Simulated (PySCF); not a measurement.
**How methods differ on the excitation energy of C**

C [He] 2s2 2p2 (3P) → C [He] 2s2 2p1 3s1 (3P), as a difference of total energies. All numbers are calculated (PySCF 2.14, the spin-free X2C one-electron Hamiltonian (Gaussian nucleus), in dyall-acv3z (15s9p4d2f, 76 functions)). Correlated levels: valence and next inner shell: nothing frozen; virtual orbitals above 40 to 60 times the deepest correlated orbital energy dropped. The calculations carry no spin-orbit coupling.

| method | excitation energy (eV) |
| --- | --- |
| UHF | 7.410 |
| MP2 (valence and next inner shell) | 7.704 |
| SCS-MP2 (valence and next inner shell) | 7.594 |
| CCSD (valence and next inner shell) | 7.550 |
| CCSD(T) (valence and next inner shell) | 7.548 |

Problem. How much does correlation contribute at CCSD(T) (valence and next inner shell)?

Solution. 7.548 − (7.410) = 0.138 eV, measured against UHF.

Errors of the correlated levels include the incompleteness of this basis.

The promoted electron is Rydberg-like, and one or two diffuse shells describe it only roughly, which tends to raise the upper state.

For comparison: 7.482 eV (measured; NIST levels, between the centres of gravity of the two terms).
